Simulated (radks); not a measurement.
Cl III, 15 electrons, occupied as [Ne] 3s1 3p3 3d1 (not the ground configuration). Method: scalar-relativistic Kohn-Sham, B86b exchange with PBE correlation, spin-unpolarised, spherical densities, point nucleus; computed with a radial shooting solver on a logarithmic mesh with Libxc functionals. Some entries of the table are withheld. Estimate them.

orbital,occ.,eigenvalue (eV),<r^2> (bohr^2),r(max) (bohr)
1s,2,-2786.516,0.01113,0.05945
2s,2,-284.9251,0.2333,0.3613
2p,6,-224.0322,0.2047,0.3011
3s,1,(1),(2),1.239
3p,3,-33.7272,2.881,1.332
3d,1,-15.5380,(3),1.581
4s,0,-13.2621,15.10,3.352
4p,0,-10.1485,20.32,3.882

Answer. 
(1) 3s eigenvalue (eV): -47.1400
(2) 3s <r^2> (bohr^2): 2.330
(3) 3d <r^2> (bohr^2): 5.171
